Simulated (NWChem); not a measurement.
Molecule: CH$_{3}$ClGeO; SMILES O=[CH][GeH2][Cl]

```xyz
7

O      0.4661    -2.6271     0.0000
C      0.8244    -1.4826     0.0000
Ge    -0.5352    -0.0130     0.0000
Cl     0.5486     1.8636     0.0000
H      1.9121    -1.2000     0.0000
H     -1.3931    -0.0763     1.2712
H     -1.3931    -0.0763    -1.2712
```
Atoms are numbered in this order, from 1.

Computed with NWChem. Medium grid unless said otherwise, to which SCAN and Minnesota functionals are sensitive. Geometry: optimised at PBE0/def2-SVP. Hybrids' shares of exact exchange are those that their runs print; pure functionals count as 0. The functionals differ in more than this share.

```csv
row,share of exact exchange,orbital gap (eV)
PBE/def2-SVP,0.00,2.97
BLYP/def2-SVP,0.00,3.03
TPSSh/def2-SVP,0.10,4.28
B3LYP/def2-SVP,0.20,5.09
M05-2X/def2-SVP,0.56,withheld
```

Q: Fit a straight line of the last column on the one before it, predict the withheld value, and compare with the run.

A: 
1. Means of the 4 shown rows: x = 0.075, y = 3.843. Slope Σ(x − x̄)(y − ȳ)/Σ(x − x̄)² = 0.2933/0.02750 = 10.66; intercept 3.043.
2. The shown rows scatter about the line by 0.102 (root mean square); the largest residual is +0.17, at TPSSh/def2-SVP.
3. At x = 0.56 (M05-2X/def2-SVP; beyond the shown range) the line gives 9.01.
4. The run gives 8.15, -0.86 from the line, 8.4 times the scatter.
